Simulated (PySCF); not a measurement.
Magnetic susceptibility: `CP(C)n1cccc1`, C$_{6}$H$_{10}$NP

Geometry (Å), atoms numbered from 1 in this order:
```xyz
18

C    -1.6739    1.3619   -0.8084
P    -1.0983    0.6232    0.7920
C    -1.9408   -1.0206    0.6298
N     0.5012    0.1616    0.3251
C     1.5997    0.4894    1.0765
C     2.7173   -0.0013    0.4726
C     2.2923   -0.6609   -0.7028
C     0.9362   -0.5443   -0.7650
H    -2.7290    1.6113   -0.7143
H    -1.5384    0.6760   -1.6427
H    -1.1168    2.2775   -0.9980
H    -3.0079   -0.8791    0.7902
H    -1.7788   -1.4634   -0.3514
H    -1.5604   -1.6919    1.3975
H     1.4842    1.0501    1.9842
H     3.7281    0.0928    0.8187
H     2.9202   -1.1606   -1.4150
H     0.2564   -0.9153   -1.5072
```

Theory: PySCF, GIAO HCTH407/ANO-RCC-VDZP magnetisability, non-relativistic, IEF-PCM benzene. Geometry: GFN2-xTB.

Task: How diamagnetic is it, and how anisotropic?

Result: Isotropic -1430 × 10⁻³⁰ J/T², or -86.1 × 10⁻⁶ cm³/mol; principal values -1901, -1229, -1159 × 10⁻³⁰ J/T², anisotropy 710 × 10⁻³⁰ J/T² (root of half the summed squared differences of the principal values). The susceptibility is in cgs units.

Task: Split it along the inertial axes a, b, c into diamagnetic and paramagnetic parts about the centre of mass, with the quadrupole moment.

Result: 
| axis | χ (10⁻⁶ cm³/mol) | diamagnetic (10⁻⁶ cm³/mol) | paramagnetic (10⁻⁶ cm³/mol) | summed x² of all electrons (Å²) | quadrupole Θ (D Å) |
| --- | --- | --- | --- | --- | --- |
| a | -73.9 | -470.4 | 396.5 | 219.3 | +2.82 |
| b | -69.9 | -1157.5 | 1087.6 | 57.4 | -0.09 |
| c | -114.5 | -1174.0 | 1059.5 | 53.5 | -2.73 |

Anisotropies 2χaa − χbb − χcc = +36.6 and 2χbb − χaa − χcc = +48.6 × 10⁻⁶ cm³/mol. Θ is traceless in Buckingham's convention.
